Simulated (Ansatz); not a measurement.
Start from `C[O][Mg][OH]` and change one element to get `C[O][Zn][OH]`.

Ansatz, PBE0-D4/def2-TZVP geometries, multiplicity 1. Each molecule was computed in one conformer, which needn't be the lowest.

Scalar relativity is left out up to krypton.

```csv
property,`C[O][Mg][OH]`
LUMO energy (B3LYP/def2-TZVPP) / eV,-1.38
HOMO–LUMO gap (ωB97M-V/def2-TZVPP) / eV,9.76
LUMO energy (PBE/def2-TZVPP) / eV,-1.81
HOMO energy (PBE/def2-TZVPP) / eV,-5.62
HOMO–LUMO gap (PBE0/def2-TZVPP) / eV,6.07
LUMO energy (ωB97M-V/def2-TZVPP) / eV,0.20
```

Problem. Give the same properties after the change, and the shifts. (An estimate is asked.)

Solution. Ansatz gave: 
```
                               property  `C[O][Zn][OH]`  shift
    LUMO energy (B3LYP/def2-TZVPP) / eV           -1.36   0.02
HOMO–LUMO gap (ωB97M-V/def2-TZVPP) / eV           10.50   0.74
      LUMO energy (PBE/def2-TZVPP) / eV           -1.91  -0.10
      HOMO energy (PBE/def2-TZVPP) / eV           -5.98  -0.36
   HOMO–LUMO gap (PBE0/def2-TZVPP) / eV            6.49   0.42
  LUMO energy (ωB97M-V/def2-TZVPP) / eV            0.58   0.38
```

B3LYP here is the variant with VWN-RPA as its local correlation; programs differ in this.
